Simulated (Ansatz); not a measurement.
This Ansatz (an electronic-structure program) input (PBE/6-31G) gives -459.92190 Eh with 13 basis functions. A basis named .json is the Basis Set Exchange file of that set (core-valence sets with the plain set on hydrogen).

Ansatz 0.2 input:
```yaml
crystal:
  periodic: [false, false, false]
  atoms:
    - {symbol: Cl, position_ang: [0.00000000, 0.00000000, 0.00000000]}
basis:
  gaussian:
    orbitals: 6-31G
hamiltonian:
  xc: {name: PBE}
magnetization: {spin_polarized: true, initial_magnetization: 1}
scf: {lower_state_search: full}
```

Change:
```diff
- orbitals: 6-31G
+ orbitals: 6-31G__.json
```

Problem. What does the run give now?

Solution. -459.92714 Eh (PBE/6-31G**, 19 functions), a change of -5.24 mEh.
